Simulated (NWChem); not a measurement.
# GaH, singlet; SMILES [GaH]

All runs: NWChem. Low-valent species are run as closed-shell singlets; no triplet was tried in these runs. All runs use the structure optimised with PBE0-D3(BJ)/def2-TZVP. Ions are spin-unrestricted doublets at the neutral geometry; other ion states weren't tried.

For level r2SCAN/aug-cc-pVDZ:

- vertical ionisation energy, ΔSCF (eV) = 8.31
- −ε(HOMO) (eV) = 5.23

**Question.** How do the values read with level B3LYP/aug-cc-pVDZ instead?

**Answer.** The vertical ionisation energy, ΔSCF (eV) comes out as 8.49 and the −ε(HOMO) (eV) comes out as 5.83.
